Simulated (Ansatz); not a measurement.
`F[CH]([SiH3])[AlH][SH]`. The species carries charge 0 and has multiplicity 1. The geometry is a stationary point of PBE0-D4/def2-TZVP. It is one conformer, not always the lowest.

```xyz
11

F     0.916    1.489   -0.177
C    -0.049    0.513   -0.519
Si    0.829   -1.035   -1.151
Al   -1.249    0.199    1.026
S    -0.742    1.228    2.870
H    -0.641    0.918   -1.354
H    -0.229   -1.985   -1.592
H     1.613   -1.661   -0.054
H     1.737   -0.728   -2.285
H    -2.500   -0.761    0.952
H     0.315    1.821    2.283
```

What is the dipole moment at B3LYP/def2-TZVPP? (An estimate is asked.)

Ansatz gave: 1.58 D, with components (-0.60, -0.56, -1.35) D in this frame, pointing from negative to positive charge.

And with PBE, r2SCAN, ωB97M-V? (Best estimate.)

Ansatz gave: PBE 1.40 D, r2SCAN 1.51 D, ωB97M-V 1.60 D.

Give the Mulliken charges with B3LYP, ωB97M-V, r2SCAN in def2-TZVPP. (Estimate.)

Computed: 
```csv
atom,B3LYP,ωB97M-V,r2SCAN
F1,-0.27,-0.25,-0.25
C2,-0.02,-0.14,-0.06
Si3,0.22,0.13,0.24
Al4,0.42,0.41,0.47
S5,-0.27,-0.26,-0.28
H6,0.09,0.12,0.07
H7,-0.06,-0.02,-0.06
H8,-0.06,-0.02,-0.06
H9,-0.05,-0.02,-0.06
H10,-0.13,-0.10,-0.14
H11,0.13,0.14,0.13
```

B3LYP here is the variant with VWN-RPA as its local correlation; programs differ in this.
